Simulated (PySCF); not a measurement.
Geometry:
```tsv
atom	x (Å)	y (Å)	z (Å)
Si1	1.119	2.401	0.007
C2	1.130	0.504	-0.097
N3	2.377	0.071	-0.265
C4	2.671	-1.209	-0.366
C5	1.779	-2.261	-0.307
P6	0.073	-2.058	-0.102
C7	-0.001	-0.306	-0.015
C8	-1.333	0.306	0.157
C9	-2.377	-0.390	0.991
C10	-2.540	-0.326	-0.488
H11	0.318	2.945	-1.097
H12	0.515	2.822	1.277
H13	2.502	2.844	-0.084
H14	3.728	-1.413	-0.504
H15	2.152	-3.273	-0.397
H16	-1.319	1.389	0.202
H17	-3.021	0.213	1.613
H18	-2.103	-1.340	1.431
H19	-3.297	0.323	-0.902
H20	-2.377	-1.231	-1.057
```

Calculated, not measured (PySCF 2.14): GFN2-xTB structure, shieldings: GIAO PBE0/pcSseg-1. No solvent model, a single conformation, rapidly exchanging positions averaged, relativity neglected.

**Question.** List the cross peaks expected in HSQC, COSY and HMBC spectra.

**Answer.** 

HSQC (one-bond C–H):
```tsv
δH	δC
9.17 (H14)	151.7 (C4)
8.80 (H15)	156.3 (C5)
2.10 (H16)	24.5 (C8)
1.61 (H17/H19)	24.8 (C9/C10)
1.01 (H18/H20)	24.8 (C9/C10)
```

COSY cross peaks (H two or three bonds apart, from the bond graph; peaks can be absent where the dihedral angle is near 90°):
```tsv
δH	δH
9.17 (H14)	8.80 (H15)
2.10 (H16)	1.61 (H17/H19)
2.10 (H16)	1.01 (H18/H20)
1.61 (H17/H19)	1.01 (H18/H20)
```

HMBC (two and three bonds, from the bond graph):
```tsv
δH	δC
9.17 (H14)	165.5 (C2), 156.3 (C5)
8.80 (H15)	190.5 (C7), 151.7 (C4)
4.87 (H11/H12/H13)	190.5 (C7), 165.5 (C2)
2.10 (H16)	190.5 (C7), 165.5 (C2), 24.8 (C9/C10)
1.61 (H17/H19)	190.5 (C7), 24.8 (C9/C10), 24.5 (C8)
1.01 (H18/H20)	190.5 (C7), 24.8 (C9/C10), 24.5 (C8)
```

Shifts are taken against calculated references (same method and geometry level): 1H (σ = 31.72 ppm), 13C (σ = 186.93 ppm) against TMS.

Short H···H contacts in this conformer between protons four or more bonds apart (candidates for NOE cross peaks, intensity ∝ r⁻⁶): H12···H16 2.56 Å.

Shifts are as computed. Against solution values, carbons near 30 ppm lie about +3 ppm off and those near 130 ppm about +5 ppm. Of 1211 compounds with measured shifts, 218 miss one by over three times the rms of a fit or turn the order of signals round; such compounds aren't used in these exercises.
